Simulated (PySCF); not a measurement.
AsH4Si, multiplicity 2. Atoms are numbered in the order given.

```xyz
6

Si     0.0003    -1.5429     0.0000
As    -0.0454     0.8158     0.0000
H      0.7026    -2.0544     1.2070
H     -1.3919    -2.0583     0.0000
H      0.7026    -2.0544    -1.2070
H      1.4813     0.8451     0.0000
```
Charge 0, spin multiplicity 2.

Coordinates come from a r2SCAN-D4/def2-TZVP optimisation. The isomer is the one that the SMILES or the coordinates give; other isomers of the formula were not compared.

Level of theory: PySCF 2.14.0 with TDA-M06-2X/def2-SVPD.

Vertical excitations. 

**Question.** Give excitation energies, oscillator strengths and character. (An estimate is asked for; the answer gives what the named calculation found.)

**Answer.** 
```json
[
 {"state": "root 1", "energy (eV)": "2.23", "λ (nm)": "556", "f": "0.001", "main pairs": "β HOMO→LUMO 98 %"},
 {"state": "root 2", "energy (eV)": "3.97", "λ (nm)": "312", "f": "0.002", "main pairs": "β HOMO−1→LUMO 89 %"},
 {"state": "root 3", "energy (eV)": "5.14", "λ (nm)": "241", "f": "0.000", "main pairs": "α HOMO→LUMO 77 %"},
 {"state": "root 4", "energy (eV)": "5.52", "λ (nm)": "225", "f": "0.019", "main pairs": "α HOMO→LUMO+1 94 %"},
 {"state": "root 5", "energy (eV)": "5.80", "λ (nm)": "214", "f": "0.001", "main pairs": "α HOMO−1→LUMO 26 %, β HOMO→LUMO+2 37 %, β HOMO→LUMO+1 11 %"},
 {"state": "root 6", "energy (eV)": "6.17", "λ (nm)": "201", "f": "0.006", "main pairs": "β HOMO−2→LUMO 92 %"},
 {"state": "root 7", "energy (eV)": "6.21", "λ (nm)": "200", "f": "0.002", "main pairs": "β HOMO−3→LUMO 89 %"},
 {"state": "root 8", "energy (eV)": "6.25", "λ (nm)": "198", "f": "0.013", "main pairs": "α HOMO−1→LUMO+1 13 %, β HOMO→LUMO+1 59 %, β HOMO→LUMO+2 13 %"},
 {"state": "root 9", "energy (eV)": "6.56", "λ (nm)": "189", "f": "0.010", "main pairs": "α HOMO→LUMO+2 63 %, α HOMO→LUMO+4 30 %"},
 {"state": "root 10", "energy (eV)": "6.58", "λ (nm)": "188", "f": "0.001", "main pairs": "α HOMO→LUMO+3 65 %, α HOMO−1→LUMO 20 %"}
]
```
Unrestricted roots are not spin-pure.
